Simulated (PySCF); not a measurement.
**Electric field gradients and quadrupole coupling constants**

Species: C₂H₁₀SSi₂.
Cartesian coordinates in Å at the GFN2-xTB level; atoms count from 1:
```
atom  x, y, z in Å
C1     2.9218    0.7824    0.2298
S2     1.2345    0.8191    0.9064
Si3    0.3691   -0.7747   -0.2421
C4    -1.4399   -0.9191    0.2737
Si5   -2.5764    0.4958   -0.3041
H6     3.4993    1.5197    0.7773
H7     2.8966    1.0385   -0.8249
H8     3.3502   -0.2052    0.3697
H9     1.1492   -1.9801    0.0564
H10    0.5395   -0.4387   -1.6565
H11   -1.8217   -1.8618   -0.1157
H12   -1.4959   -0.9900    1.3598
H13   -2.1271    1.7700    0.2498
H14   -3.9406    0.2102    0.1511
H15   -2.5630    0.5420   -1.7695
```

Field gradients from the PBE0/pcSseg-1 density (PySCF, non-relativistic), principal values in atomic units, ordered |Vxx| ≤ |Vyy| ≤ |Vzz|:

```tsv
atom	Vxx	Vyy	Vzz
S2	0.1712	2.1652	-2.3364
```

Q: Find the asymmetry η = (Vxx − Vyy)/Vzz and the couplings χ = eQV/h (234.96 MHz × Q in barn × V in au), with Q(33S) = −0.0678 b.

A: 
```tsv
atom	environment	nucleus	η	χzz (MHz)	χxx (MHz)	χyy (MHz)
S2	sulfur bonded to C and Si	33S	0.85	37.22	-2.73	-34.49
```

Q: What is Vzz at S2 in SI units (1 au = 9.71736 × 10²¹ V/m²)?

A: -2.3364 au = -22.703 × 10²¹ V/m².

Q: And the gradient at the other heavy atoms, for which no coupling is worked out here?

A: 
```tsv
atom	environment	Vzz (au)	η
C1	S-methyl carbon	0.293	0.03
Si3	SiH2 silicon	0.471	0.12
C4	sp3 carbon bound to silicon	0.039	0.78
Si5	SiH3 silicon	0.180	0.34
```

Were the hydrogens deuterons (Q(2H) = 0.00286 b), χzz would run from 107 kHz (H9 and H15) to 216 kHz (H11).

One conformer (not necessarily the lowest) at the GFN2-xTB geometry, without solvent, vibrations or thermal averaging. GFN2-xTB bond lengths can be off by several hundredths of an ångström, more for odd bonds, and the gradients follow them. These gradients aren't converged with respect to the basis.
